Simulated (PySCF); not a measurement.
## Correlation energy of Cr²²⁺ (chromium, charge +22)

1s2, closed-shell 1S. Calculation: PySCF 2.14, in an uncontracted even-tempered set (17 s from 22 bohr⁻², ratio 2.2; 7 p from 34 bohr⁻², ratio 2.4; 4 d from 100 bohr⁻², ratio 2.4; 3 f from 150 bohr⁻², ratio 2.4; 3 g from 230 bohr⁻², ratio 2.4); scalar relativity by spin-free X2C-1e. Frozen: nothing; 2 electrons correlated; the 12 highest virtual orbitals of each spin left out.

With two correlated electrons CCSD is exact within the correlated space (frozen core and kept virtual orbitals).

```tsv
level	correlation energy (mhartree)
CCSD	-48.05
```

Diagnostics: T1 = 5.4e-06, D1 = 0.0000, largest double amplitude 0.002.

Q: Is a single reference adequate?

A: Yes, within this model without spin-orbit coupling: T1 lies below 0.03 and no double amplitude reaches 0.07.
